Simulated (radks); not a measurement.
Valence configurations of the technetium ion Tc2+ (all share [Kr]). Method: Dirac Kohn-Sham, PBEsol, spin-unpolarised, spherical densities, finite nucleus; open shells fill j = l - 1/2 first; Fermi nuclear charge, rms radius 4.4112 fm; computed with a radial shooting solver on a logarithmic mesh with Libxc functionals. Order these by energy: 4d4.5 5p0.5; 4d3 5s1 5p1; 4d3.5 5p1.5; 4d4.5 5s0.5; 4d5; 4d4 5s1; 4d3 5p2; 4d4 5p1; 4d3 5s2.

Answer. From the lowest, in eV above it: 4d5 0.000; 4d4.5 5s0.5 2.179; 4d4 5s1 4.738; 4d4.5 5p0.5 4.832; 4d4 5p1 10.220; 4d3 5s2 11.454; 4d3.5 5p1.5 16.368; 4d3 5s1 5p1 17.280; 4d3 5p2 23.151. NIST lists [Kr] 4d5 as the ground configuration; this level of theory agrees among the configurations tried. The energies are those of spherical spin-averaged densities, not of single terms.
